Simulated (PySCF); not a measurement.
Job file and geometry (Å, from GFN2-xTB) of an NMR shielding run on SMILES CCCN1[SiH2]N[SiH2]1, C₃H₁₂N₂Si₂, GIAO PBE0/pcSseg-1 NMR shielding, non-relativistic, gas phase in PySCF 2.14.0, density-fitted response routines; density fitting, a coarse starting grid and PySCF grid level 2 are the driver's defaults:

```
$ OMP_NUM_THREADS=1 python probes_run.py task.json out

{"job": {"kind": "nmr", "xc": "PBE0", "basis": "pcSseg-1"}, "charge": 0, "multiplicity": 1}
C      1.988100     0.536221     0.899092
C      1.823786    -0.267472    -0.382810
C      0.589378    -1.177190    -0.337413
N     -0.638640    -0.452211    -0.211386
Si    -1.418228     0.678964    -1.285424
N     -2.542130     0.827479     0.034432
Si    -1.766209    -0.301473     1.106706
H      2.127984    -0.128465     1.749218
H      1.098591     1.135924     1.073335
H      2.849386     1.197302     0.830846
H      2.708757    -0.884935    -0.553116
H      1.715449     0.413213    -1.229786
H      0.571028    -1.779419    -1.256955
H      0.677430    -1.864027     0.510558
H     -1.936776     0.057256    -2.502766
H     -0.689001     1.917720    -1.557471
H     -3.412165     1.318848     0.108726
H     -2.508636    -1.531965     1.374796
H     -1.247909     0.313479     2.328666
```

Q: What does the program print?

A: 
```
coarse grid: 16072 points
cycle   1  E = -809.3920626132  dE =  7.565e-01  |g| = 6.597e-01  |ddm| = 3.894e+00
cycle   2  E = -809.2882937774  dE =  1.038e-01  |g| = 9.453e-01  |ddm| = 1.501e+00
cycle   3  E = -809.4893650809  dE = -2.011e-01  |g| = 7.678e-02  |ddm| = 9.977e-01
cycle   4  E = -809.4904110221  dE = -1.046e-03  |g| = 3.497e-02  |ddm| = 9.620e-02
cycle   5  E = -809.4906892320  dE = -2.782e-04  |g| = 8.032e-03  |ddm| = 3.346e-02
cycle   6  E = -809.4907000420  dE = -1.081e-05  |g| = 3.209e-03  |ddm| = 8.630e-03
cycle   7  E = -809.4907021945  dE = -2.152e-06  |g| = 4.879e-04  |ddm| = 3.056e-03
final grid: 143928 points
cycle   8  E = -809.5268903900  dE = -3.064e-05  |g| = 8.985e-03  |ddm| = 2.527e-02
cycle   9  E = -809.5268749978  dE =  1.539e-05  |g| = 1.220e-02  |ddm| = 1.878e-02
cycle  10  E = -809.5269094315  dE = -3.443e-05  |g| = 1.107e-03  |ddm| = 1.130e-02
cycle  11  E = -809.5269096799  dE = -2.484e-07  |g| = 2.541e-04  |ddm| = 1.061e-03
cycle  12  E = -809.5269096931  dE = -1.312e-08  |g| = 6.084e-05  |ddm| = 2.440e-04
cycle  13  E = -809.5269096936  dE = -5.587e-10  |g| = 3.206e-05  |ddm| = 7.589e-05
cycle  14  E = -809.5269096938  dE = -2.192e-10  |g| = 4.681e-06  |ddm| = 3.208e-05
converged SCF energy = -809.5269096938

GIAO shielding tensors (ppm)
atom      isotropic    diamagn.    paramagn.     s11        s22        s33       span
  0 C      173.450     248.333     -74.883    158.437    176.319    185.595     27.158
  1 C      154.731     248.976     -94.245    146.934    149.150    168.109     21.174
  2 C      139.356     241.524    -102.168    118.822    143.894    155.352     36.530
  3 N      237.834     329.328     -91.494    177.586    251.558    284.359    106.774
  4 Si     370.997     881.108    -510.111    342.794    357.858    412.339     69.545
  5 N      261.300     323.392     -62.092    215.040    270.175    298.687     83.646
  6 Si     363.904     881.054    -517.150    337.719    342.713    411.281     73.563
  7 H       31.197      30.532       0.665     27.434     28.532     37.626     10.192
  8 H       30.026      32.430      -2.404     25.167     30.682     34.228      9.061
  9 H       30.592      28.962       1.630     26.073     27.747     37.957     11.885
 10 H       30.271      30.343      -0.072     25.498     28.448     36.869     11.371
 11 H       30.400      32.384      -1.984     26.705     29.240     35.255      8.549
 12 H       28.302      30.075      -1.773     22.131     28.372     34.402     12.271
 13 H       29.378      31.136      -1.758     24.194     28.994     34.947     10.753
 14 H       26.077      29.793      -3.715     23.078     23.342     31.812      8.734
 15 H       25.898      30.716      -4.818     22.579     24.377     30.736      8.157
 16 H       32.137      30.870       1.267     24.389     26.103     45.920     21.531
 17 H       25.983      29.641      -3.658     22.998     23.262     31.690      8.692
 18 H       25.967      30.526      -4.558     22.566     24.659     30.677      8.112
```

Size and cost of the density-fitted run: 193 basis functions, 63 s wall time on 1 thread of an Arm Neoverse N1, shared host; peak memory 0.86 GiB.
